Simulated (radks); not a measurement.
Initial-state core-level shifts of the zinc ion Zn2+ when its valence configuration changes from [Ar] 3d10. Method: Dirac Kohn-Sham, PBE, spin-unpolarised, spherical densities, finite nucleus; open shells are shared between the two j in proportion to 2j + 1; Fermi nuclear charge, rms radius 3.9283 fm; computed with a radial shooting solver on a logarithmic mesh with Libxc functionals. Shifts are changes of the shell-averaged eigenvalues in eV (positive: less bound); the change of the density at the nucleus, which sets a Mossbauer isomer shift, is in e/bohr^3, on a base of 2.507e+04.

valence              1s       2s       2p      3s  density at nucleus
3d9 4s1          -8.256   -9.158   -9.076  -7.993             +18.498
3d9 4p1          -9.885  -10.708  -10.626  -9.614              +2.935
3d9.5 4p0.5      -4.797   -5.180   -5.140  -4.705              +1.331
3d9.5 4s0.5      -3.966   -4.393   -4.353  -3.877              +8.676
3d9 4s0.5 4p0.5  -9.078   -9.940   -9.858  -8.810             +10.820
